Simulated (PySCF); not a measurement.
## Fe²⁺: ionisation energy

Fe²⁺ [Ar] 3d6 (5D) → Fe³⁺ [Ar] 3d5 (6S), as a difference of total energies. All numbers are calculated (PySCF 2.14, scalar relativity by spin-free X2C-1e, in x2c-TZVPPall with one added diffuse shell each of s, p, d, f type (7s6p5d3f1g, 80 functions)). Correlated levels: valence: [Ar] frozen; valence and next inner shell: [Ne] frozen. The calculations carry no spin-orbit coupling.

```csv
method,ionisation energy (eV),plus first-order spin-orbit estimate,error of that sum (eV)
UHF,28.308,28.361,-2.290
LDA,31.629,31.682,+1.031
PBE,31.450,31.503,+0.852
PBE0,30.966,31.020,+0.369
r2SCAN,30.765,30.819,+0.168
TPSSh,31.178,31.231,+0.580
wB97X-V,31.028,31.081,+0.430
HSE06,30.997,31.050,+0.399
BHandHLYP,30.589,30.642,-0.009
MP2 (valence),29.874,29.927,-0.724
SCS-MP2 (valence),30.049,30.102,-0.549
MP2 (valence and next inner shell),30.390,30.443,-0.208
SCS-MP2 (valence and next inner shell),30.355,30.409,-0.242
```

Reference: 30.651 ± 0.012 eV (measured; NIST Atomic Spectra Database, ionization energies).

A first-order spin-orbit estimate (lowest level to lowest level, LS coupling) adds 0.053 eV.

Errors of the correlated levels include the incompleteness of this basis and the frozen core.
